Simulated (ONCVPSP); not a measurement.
u(r) = r·R(r): atom against pseudo-atom (H (Z = 1))

Columns: radius, all-electron u(r) and pseudo u(r) of the 1s shell (level -6.33 eV) of hydrogen in the configuration 1s1; PBEsol, scalar-relativistic, ONCV scheme, ONCVPSP 4.0.1.

| r (bohr) | all-electron | pseudo |
| --- | --- | --- |
| 0.078 | 0.1356 | 0.1055 |
| 0.155 | 0.2494 | 0.2067 |
| 0.232 | 0.3455 | 0.3020 |
| 0.310 | 0.4269 | 0.3904 |
| 0.388 | 0.4942 | 0.4687 |
| 0.465 | 0.5485 | 0.5351 |
| 0.542 | 0.5923 | 0.5901 |
| 0.620 | 0.6273 | 0.6342 |
| 0.698 | 0.6541 | 0.6671 |
| 0.775 | 0.6736 | 0.6896 |
| 0.852 | 0.6872 | 0.7033 |
| 0.930 | 0.6956 | 0.7098 |
| 1.008 | 0.6995 | 0.7105 |
| 1.085 | 0.6994 | 0.7069 |
| 1.162 | 0.6961 | 0.7005 |
| 1.240 | 0.6899 | 0.6920 |
| 1.318 | 0.6813 | 0.6820 |
| 1.395 | 0.6708 | 0.6710 |
| 1.472 | 0.6587 | 0.6587 |
| 1.550 | 0.6450 | 0.6450 |
| 1.628 | 0.6301 | 0.6301 |
| 1.705 | 0.6146 | 0.6146 |
| 1.782 | 0.5984 | 0.5984 |
| 1.860 | 0.5814 | 0.5814 |
| 1.938 | 0.5640 | 0.5640 |
| 2.015 | 0.5467 | 0.5467 |

Q: How many radial nodes do the two functions have?

A: The all-electron 1s function has n − l − 1 = 0; the pseudo-wave has 0.

Q: At about which radius was the pseudo-wave matched?

A: 1.55 bohr. The columns agree to 0.0005 from 1.40 bohr on; several derivatives are matched, so the curves merge somewhat inside the radius.

Q: Is the pseudo-wave norm-conserving?

A: Yes: the ONCV scheme keeps the norm inside the radius equal to the all-electron one, which fixes the energy derivative of the logarithmic derivative at the level.
